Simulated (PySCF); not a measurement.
## One change at a time: excitation energies

Computed, not measured: PySCF, TDDFT B3LYP/def2-SVPD, vertical, gas phase, core orbitals frozen in the response, def2 core potentials past Kr. Geometries: PBE0-D3(BJ)/def2-SVP; one conformer of each isolated species. Triplets are in the Tamm–Dancoff approximation. Atoms past krypton carry core potentials; spin–orbit coupling is left out.

Parent: Nb(NEt)Cl3 (`CC[N]=[Nb]([Cl])([Cl])[Cl]`), with lowest singlet excitation energy 3.85 eV, mean static polarisability 120.5 au, lowest triplet energy 3.63 eV, S1–T1 gap 0.22 eV. Its spectrum: 322 nm (f 0.000); 309 nm (f 0.004); 308 nm (f 0.002); 307 nm (f 0.009); 237 nm (f 0.010).

**Question.** How do these changes move the values? ligand (all three): Cl to NH2 (`CC[N]=[Nb]([NH2])([NH2])[NH2]`); ligand (all three): Cl to Me (`CC[N]=[Nb]([CH3])([CH3])[CH3]`); ligand (all three): Cl to OH (`CC[N]=[Nb]([OH])([OH])[OH]`); ligand (all three): Cl to F (`CC[N]=[Nb]([F])([F])[F]`).

**Answer.** 

| change | SMILES | Δ S1 (eV) | Δ α (au) | Δ T1 (eV) | Δ S1−T1 (eV) |
| --- | --- | --- | --- | --- | --- |
| ligand (all three): Cl to NH2 | CC[N]=[Nb]([NH2])([NH2])[NH2] | +0.96 | -11.6 | +0.81 | +0.14 |
| ligand (all three): Cl to Me | CC[N]=[Nb]([CH3])([CH3])[CH3] | +0.32 | +2.8 | +0.07 | +0.25 |
| ligand (all three): Cl to OH | CC[N]=[Nb]([OH])([OH])[OH] | +1.05 | -30.0 | +0.67 | +0.38 |
| ligand (all three): Cl to F | CC[N]=[Nb]([F])([F])[F] | +0.78 | -47.7 | +0.50 | +0.28 |

All changes raise S1, and it rises most with ligand (all three): Cl to OH (+1.05 eV). S1 is simply the lowest singlet of each species and needn't be the same kind of state throughout. Over these 4 changes the shifts of S1 and of the HOMO–LUMO gap correlate with r = 0.81.

Lowest levels of each derivative:
- `CC[N]=[Nb]([NH2])([NH2])[NH2]`: 4.80 eV (f 0.000); 5.04 eV (f 0.022); 5.07 eV (f 0.029)
- `CC[N]=[Nb]([CH3])([CH3])[CH3]`: 4.17 eV (f 0.000); 4.35 eV (f 0.001 summed over 2 states); 4.76 eV (f 0.016)
- `CC[N]=[Nb]([OH])([OH])[OH]`: 4.89 eV (f 0.001); 5.06 eV (f 0.008); 5.11 eV (f 0.001)
- `CC[N]=[Nb]([F])([F])[F]`: 4.62 eV (f 0.000); 4.86 eV (f 0.002); 4.86 eV (f 0.002)
